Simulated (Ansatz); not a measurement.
Program: Ansatz. Geometries: PBE0-D4/def2-TZVP. ΔE: electronic, gas phase. CCSD(T)/CBS adds triple-zeta CCSD(T) − MP2 to the extrapolated MP2 energy (def2 sets, frozen cores). This one scheme is used for every species. DFT in def2-TZVPP. One conformer a species, not always the lowest.

Reaction (cleavage of the B–Si bond): `CB(C)[SiH2]F` + CH₃SH → `CSB(C)C` + `F[SiH3]`

`CB(C)[SiH2]F`:

Z-matrix (Å, degrees):
```
C
B 1 1.558
H 1 1.092 2 114.9
H 1 1.103 2 104.8 3 114.8
H 1 1.093 2 114.5 3 -129.0
C 2 1.561 1 121.1 3 148.1
Si 2 2.021 1 120.9 3 -32.4
H 6 1.092 2 116.3 1 156.0
H 6 1.094 2 113.6 1 27.5
H 6 1.103 2 104.7 1 -87.4
F 7 1.612 2 112.5 1 7.0
H 7 1.492 2 111.8 1 127.3
H 7 1.492 2 111.1 1 -112.9
```

CH₃SH:

```xyz
6

C    -0.446   -0.205    0.003
S     1.269   -0.020   -0.531
H    -0.512   -0.438    1.065
H    -0.851   -1.045   -0.562
H    -1.035    0.682   -0.227
H     1.574    1.026    0.252
```

`CSB(C)C`:

Z-matrix (Å, degrees):
```
C
S 1 1.807
H 1 1.089 2 111.0
H 1 1.090 2 110.9 3 -122.2
H 1 1.089 2 107.4 3 119.0
B 2 1.786 1 105.9 3 57.3
C 6 1.569 2 115.8 1 -179.9
C 6 1.570 2 122.3 1 -1.1
H 7 1.096 6 109.9 2 125.3
H 7 1.097 6 109.3 2 -119.2
H 7 1.091 6 115.2 2 2.7
H 8 1.098 6 109.2 2 -74.8
H 8 1.093 6 113.5 2 43.2
H 8 1.092 6 112.4 2 166.7
```

`F[SiH3]`:

Cartesian coordinates in Å:
```
F -0.358 0.433 -1.455
Si 0.009 -0.011 0.038
H 1.389 0.440 0.332
H -0.085 -1.488 0.121
H -0.956 0.625 0.964
```

CCSD(T)/CBS gives -119.6 kJ/mol.

**Question.** Another level gave -111.8 kJ/mol. Which?
A. MP2/def2-TZVPP
B. revPBE/def2-TZVPP
C. CCSD/def2-TZVPP
D. PBE-D4/def2-TZVPP

**Answer.** D. PBE-D4 -111.8, CCSD/def2-TZVPP -116.9, revPBE -105.4, MP2/def2-TZVPP -131.1 kJ/mol.

Largest T1 diagnostic among the species: 0.012.

In def2-TZVPP, CCSD(T) changes the Hartree–Fock value by −7.5 kJ/mol (the triples alone add −3.4 kJ/mol) and MP2 by −18.3 kJ/mol. At CCSD(T), def2-SVP lies −5.8 kJ/mol from the extrapolated value and def2-TZVPP −0.8 kJ/mol. From BLYP to BHLYP (50 % exact exchange), in def2-TZVPP and without D4, ΔE moves by −5.6 kJ/mol.
